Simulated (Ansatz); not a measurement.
`[NH2][Ti]([Cl])([Cl])[Cl]` + NH₃ → `[NH2][Ti]([NH2])([Cl])[Cl]` + HCl at 700 K and 1 bar (ligand exchange at a Ti–Cl bond).

Calculated with Ansatz (gas phase, PBE0-D4/def2-TZVP geometries, no zero-point term in ΔE). CCSD(T)/CBS is the MP2 limit (def2-TZVPP, def2-QZVPP) plus CCSD(T) − MP2 in def2-TZVPP, frozen cores. This one scheme is used for every species. For Ti outer-core shells are correlated without core-valence functions, which leaves a few kJ/mol of doubt a bond. Scalar relativity is left out up to krypton. One conformer a species, not always the lowest.

| species | CCSD(T)/CBS energy (Eh) | H − E (kJ/mol) | S (J/(mol·K)) |
| --- | --- | --- | --- |
| `[NH2][Ti]([Cl])([Cl])[Cl]` | -2284.39597 | 149.7 | 496.8 |
| NH₃ | -56.50880 | 116.9 | 226.5 |
| `[NH2][Ti]([NH2])([Cl])[Cl]` | -1880.49509 | 222.3 | 506.5 |
| HCl | -460.38127 | 38.4 | 211.8 |

H − E and S are ideal-gas, rigid-rotor, harmonic terms from PBE0-D4/def2-TZVP, for one conformer and one mirror image of each species. 1 Eh = 2625.50 kJ/mol, R = 8.31446 J/(mol·K).

Q: By hand: ΔE, ΔH, ΔS and ΔG.

A: ΔE = (-1880.49509) + (-460.38127) − (-2284.39597) − (-56.50880) = 0.02841 Eh = 74.6 kJ/mol. Δ(H − E) = 222.3 + 38.4 − 149.7 − 116.9 = -5.9, so ΔH = 68.7 kJ/mol. ΔS = 506.5 + 211.8 − 496.8 − 226.5 = -5.0 J/(mol·K). ΔG = 68.7 − 700 × (-5.0)/1000 = 72.2 kJ/mol.

Q: By hand: the equilibrium constant, and the temperature at which ΔG would vanish if ΔH and ΔS stayed fixed.

A: log₁₀ K = −ΔG/(RT ln 10) = -5.4. ΔH and −TΔS have one sign here, so there is no such temperature.

The number of gas molecules stays the same, so ΔS is small and ΔH decides. A doubt of 5 kJ/mol in ΔE shifts log₁₀ K by 0.4 here. Other conformers and mirror images would add mixing entropy, several J/(mol·K) or more a flexible species. Modes under 60 cm⁻¹, often nearly free rotors, make the harmonic entropy too high. These are equilibria of isolated gas molecules and say nothing of rates. Largest T1 diagnostic: 0.025 (customary marks: 0.02 for closed shells, 0.045 for open ones).

ΔS is within the doubt of such terms, so its sign, and with it that verdict, could turn.
